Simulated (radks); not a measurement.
All-electron atom: Cs+ in [Xe] (the NIST ground configuration).

Method: Dirac Kohn-Sham, PW91, spin-unpolarised, spherical densities, point nucleus; computed with a radial shooting solver on a logarithmic mesh with Libxc functionals.

Energy parts (eV):
total: -212008.75
kinetic: 225784.47
electron-nucleus: -515239.42
Hartree: 82715.27
exchange-correlation: -5269.06

Orbitals (lengths in bohr, moments of r in powers of bohr; <r^-3> diverges for s and p1/2; r(max) is where P^2 peaks; r(90%) holds 90 % of the orbital's charge):
| orbital | occ. | eigenvalue (eV) | r(90%) | <r^-3> | <r^2> | r(max) |
|---|---|---|---|---|---|---|
| 1s1/2 | 2 | -35781.12 | 0.0470 | - | 0.0009249 | 0.01678 |
| 2s1/2 | 2 | -5615.049 | 0.173 | - | 0.01477 | 0.09502 |
| 2p1/2 | 2 | -5282.983 | 0.154 | - | 0.01088 | 0.07269 |
| 2p3/2 | 4 | -4930.573 | 0.162 | 5926 | 0.01216 | 0.07767 |
| 3s1/2 | 2 | -1171.493 | 0.439 | - | 0.1021 | 0.2727 |
| 3p1/2 | 2 | -1032.778 | 0.434 | - | 0.09687 | 0.2592 |
| 3p3/2 | 4 | -965.2511 | 0.451 | 1163 | 0.1047 | 0.2702 |
| 3d3/2 | 4 | -721.4479 | 0.426 | 188.0 | 0.08710 | 0.2186 |
| 3d5/2 | 6 | -707.1119 | 0.431 | 172.7 | 0.08935 | 0.2217 |
| 4s1/2 | 2 | -225.3150 | 1.000 | - | 0.5449 | 0.6429 |
| 4p1/2 | 2 | -175.5389 | 1.05 | - | 0.5911 | 0.6567 |
| 4p3/2 | 4 | -161.7474 | 1.09 | 238.0 | 0.6370 | 0.6808 |
| 4d3/2 | 4 | -80.8214 | 1.26 | 30.62 | 0.8038 | 0.7161 |
| 4d5/2 | 6 | -78.5336 | 1.27 | 27.88 | 0.8241 | 0.7243 |
| 5s1/2 | 2 | -31.9794 | 2.52 | - | 3.404 | 1.544 |
| 5p1/2 | 2 | -19.8653 | 2.96 | - | 4.591 | 1.727 |
| 5p3/2 | 4 | -18.2086 | 3.10 | 28.26 | 5.029 | 1.802 |

The highest occupied level is 5p3/2 at -18.209 eV. The density falls to 0.001 e/bohr^3 at r = 4.03 bohr. For comparison, the ionisation energy in NIST's Atomic Spectra Database is 23.157 eV (measured). In exact Kohn-Sham theory the highest level is minus the ionisation energy, but local and semilocal functionals leave it too shallow, through self-interaction and a potential that decays too fast; potentials with the right tail come closer. Summed over all electrons, <r^2> = 50.89 bohr^2, which gives a Langevin (diamagnetic) susceptibility term of -40.3 x 10^-6 cm^3/mol.
